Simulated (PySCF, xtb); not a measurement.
SnFBr, SMILES [F][Sn][Br] (connectivity only; charge and spin as stated), neutral, multiplicity 1.

GFN2-xTB (xtb) at its own geometry gives an orbital gap of 4.32 eV and a dipole moment of 8.65 D.

Geometry: B3LYP-D3(BJ)/def2-TZVP. The def2 effective core potentials stand for the cores of Sn; spin–orbit coupling is left out.

Q: What does PySCF with HF/def2-TZVPD give? (Estimate from the structure and the level; the computed values follow.)

A: gap 9.93 eV (levels -10.41 and -0.48 eV), dipole 3.76 D.
